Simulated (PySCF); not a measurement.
Vertical excitations of a molecule C3H7AlO2 from TDDFT-ωB97X/def2-SVPD run with PySCF, as energy in eV (oscillator strength): 6.28 (0.000), 7.02 (0.006), 7.15 (0.013), 7.40 (0.028), 7.53 (0.001), 7.88 (0.059), 8.00 (0.000), 8.14 (0.000), 8.22 (0.013), 8.33 (0.418). Lowest triplet (TDA): 6.15 eV. Geometry: PBE0-D3(BJ)/def2-SVP. A frequency run showed that this geometry is not a minimum. Other conformers were not sampled.

### Question
Which structure fits?
(A) [CH3][AlH][O]C(C)=O
(B) C=C[CH2][Al]([OH])[OH]
(C) [CH3][Al]1[O]CC[O]1
(D) C=[CH][Al]([OH])[O]C

### Answer
C, [CH3][Al]1[O]CC[O]1
